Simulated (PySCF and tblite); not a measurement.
The numbers below are computed, except where a source is named.
System: C6H8NOS (charge -1), numbered as in [CH3:1][N:2]([CH3:3])[c:4]1[cH:5][cH:6][c:7]([O-:8])[s:9]1.

Geometries: GFN2-xTB; energies: PBE0/pcSseg-1 + D3(BJ); zero-point and thermal terms from GFN2-xTB harmonic modes (soft modes blended into free rotors). Rates follow Eyring's equation with the number of equivalent paths and no tunnelling. (PySCF 2.14 with density fitting, tblite 0.8.)

The ion is treated without a counter-ion.

Problem. Estimate the barrier and the room-temperature rate of the rotation about the C4–N2 bond (torsion C5–C4–N2–C1 from -117° to 11°, rising).

Solution. The electronic barrier is 4.8 kcal/mol and ΔG‡(298 K) 5.3 kcal/mol, over a C1 saddle with an imaginary mode of 56i cm⁻¹ (GFN2-xTB). With 2 equivalent paths, k is 1.6×10⁹ s⁻¹, a mean lifetime of the start of 630 ps against this motion. The end lies 2.4 kcal/mol above the start in free energy.
